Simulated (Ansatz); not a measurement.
Geometry optimisation of C$_{3}$H$_{8}$BGa.

```yaml
crystal:
  periodic: [false, false, false]
  atoms:
    - {symbol: C, position_ang: [-1.364012, 1.448768, 0.352593]}
    - {symbol: C, position_ang: [-0.235696, 0.567027, -0.144447]}
    - {symbol: B, position_ang: [-0.325527, -0.938387, -0.502456]}
    - {symbol: C, position_ang: [1.091705, -1.592189, -0.738211]}
    - {symbol: Ga, position_ang: [1.373475, -0.319762, 0.796433]}
    - {symbol: H, position_ang: [-1.948854, 1.876471, -0.490869]}
    - {symbol: H, position_ang: [-2.075954, 0.864592, 0.970219]}
    - {symbol: H, position_ang: [-1.014676, 2.304064, 0.967706]}
    - {symbol: H, position_ang: [0.503557, 1.130287, -0.781211]}
    - {symbol: H, position_ang: [-1.298848, -1.603690, -0.172523]}
    - {symbol: H, position_ang: [1.254127, -2.681665, -0.685972]}
    - {symbol: H, position_ang: [1.729247, -1.139590, -1.531071]}
    - {symbol: H, position_ang: [2.331856, 0.049373, 1.974606]}
basis:
  gaussian: {orbitals: def2-TZVP}
hamiltonian: {xc: pbe0, dispersion: d4}
relax: {f_tol: 0.005, max_steps: 150}
```

```sh
$ ansatz run in.yaml --threads 4 --pin off --events-out ev --progress --plain --max-ram 10444MiB
```

It prints (some lines left out):

```
Functional definition: PBE0
mean field -56284.35622412 eV, -2068.4119403296 hartree, gradient 1.5e-5 eV, S^2 0.000000; 0 other end points of the search recorded, 0 dependent functions left out
relax step   1: F+E_penalty+E_count = -56284.59777610 eV  Δ(F+E_penalty+E_count) = +0.000e0 eV  max|allowed force component| = 5.856e-1 eV/Å  Δτ_max = 0.0000 Å  (31 SCF iters, accepted)
mean field -56284.39716798 eV, -2068.4134449887 hartree, gradient 9.9e-6 eV, S^2 0.000000; 0 other end points of the search recorded, 0 dependent functions left out
relax step   2: F+E_penalty+E_count = -56284.63972411 eV  Δ(F+E_penalty+E_count) = -4.195e-2 eV  max|allowed force component| = 1.488e-1 eV/Å  Δτ_max = 0.0316 Å  (34 SCF iters, accepted)
mean field -56284.40128561 eV, -2068.4135963088 hartree, gradient 9.9e-6 eV, S^2 0.000000; 0 other end points of the search recorded, 0 dependent functions left out
relax step   3: F+E_penalty+E_count = -56284.64396088 eV  Δ(F+E_penalty+E_count) = -4.237e-3 eV  max|allowed force component| = 5.219e-2 eV/Å  Δτ_max = 0.0108 Å  (33 SCF iters, accepted)
mean field -56284.40149231 eV, -2068.4136039049 hartree, gradient 9.8e-6 eV, S^2 0.000000; 0 other end points of the search recorded, 0 dependent functions left out
relax step   4: F+E_penalty+E_count = -56284.64426047 eV  Δ(F+E_penalty+E_count) = -2.996e-4 eV  max|allowed force component| = 2.558e-2 eV/Å  Δτ_max = 0.0043 Å  (34 SCF iters, accepted)
mean field -56284.40161301 eV, -2068.4136083405 hartree, gradient 9.8e-6 eV, S^2 0.000000; 0 other end points of the search recorded, 0 dependent functions left out
relax step   5: F+E_penalty+E_count = -56284.64439600 eV  Δ(F+E_penalty+E_count) = -1.355e-4 eV  max|allowed force component| = 1.913e-2 eV/Å  Δτ_max = 0.0044 Å  (34 SCF iters, accepted)
mean field -56284.40178425 eV, -2068.4136146335 hartree, gradient 9.9e-6 eV, S^2 0.000000; 0 other end points of the search recorded, 0 dependent functions left out
relax step   6: F+E_penalty+E_count = -56284.64457717 eV  Δ(F+E_penalty+E_count) = -1.812e-4 eV  max|allowed force component| = 2.033e-2 eV/Å  Δτ_max = 0.0130 Å  (33 SCF iters, accepted)
mean field -56284.40147190 eV, -2068.4136031548 hartree, gradient 9.8e-6 eV, S^2 0.000000; 0 other end points of the search recorded, 0 dependent functions left out
relax step   7: F+E_penalty+E_count = -56284.64430480 eV  Δ(F+E_penalty+E_count) = +2.724e-4 eV  max|allowed force component| = 4.818e-2 eV/Å  Δτ_max = 0.0061 Å  (34 SCF iters, rejected (line search))
mean field -56284.40179320 eV, -2068.4136149623 hartree, gradient 9.8e-6 eV, S^2 0.000000; 0 other end points of the search recorded, 0 dependent functions left out
relax step   8: F+E_penalty+E_count = -56284.64460856 eV  Δ(F+E_penalty+E_count) = -3.139e-5 eV  max|allowed force component| = 7.275e-3 eV/Å  Δτ_max = 0.0029 Å  (34 SCF iters, accepted)
mean field -56284.40180704 eV, -2068.4136154708 hartree, gradient 9.8e-6 eV, S^2 0.000000; 0 other end points of the search recorded, 0 dependent functions left out
relax step   9: F+E_penalty+E_count = -56284.64462079 eV  Δ(F+E_penalty+E_count) = -1.222e-5 eV  max|allowed force component| = 3.356e-3 eV/Å  Δτ_max = 0.0021 Å  (34 SCF iters, accepted)
mean field -56284.40180704 eV, -2068.4136154708 hartree, gradient 9.8e-6 eV, S^2 0.000000; 1 other end points of the search recorded, 0 dependent functions left out
Total energy: -56284.64465762 eV, -2068.4225400652 hartree
Atom 0 at    -1.353482     1.434837     0.348284 Å, force    -0.000438     0.000631    -0.000324 eV/Å
Atom 1 at    -0.223153     0.570093    -0.149402 Å, force     0.001885    -0.002679     0.001626 eV/Å
Atom 2 at    -0.320868    -0.924840    -0.504461 Å, force    -0.000494     0.000326    -0.001688 eV/Å
Atom 3 at     1.078808    -1.577338    -0.728762 Å, force    -0.001135     0.001640     0.003356 eV/Å
Atom 4 at     1.351316    -0.313213     0.799336 Å, force    -0.000545     0.000296    -0.000390 eV/Å
Atom 5 at    -1.948833     1.829682    -0.481772 Å, force    -0.000853     0.000083    -0.000749 eV/Å
Atom 6 at    -2.031582     0.856917     0.980451 Å, force    -0.000317    -0.000680     0.001000 eV/Å
Atom 7 at    -1.008719     2.292115     0.932650 Å, force     0.000454     0.000910     0.000512 eV/Å
Atom 8 at     0.482332     1.129521    -0.795858 Å, force     0.000654    -0.000131    -0.001130 eV/Å
Atom 9 at    -1.276693    -1.575235    -0.169047 Å, force    -0.000367    -0.000205    -0.000861 eV/Å
Atom 10 at     1.228719    -2.651124    -0.691121 Å, force     0.000223    -0.000952    -0.000289 eV/Å
Atom 11 at     1.725023    -1.121757    -1.489840 Å, force     0.000217     0.000571    -0.001424 eV/Å
Atom 12 at     2.317532     0.015640     1.964339 Å, force     0.000717     0.000190     0.000361 eV/Å
Dipole moment:     0.258042     0.153460     0.141616 e Å
```

Run time 44 s (4 threads of an Arm Neoverse V1 on a shared host); peak host memory 0.67 GiB.
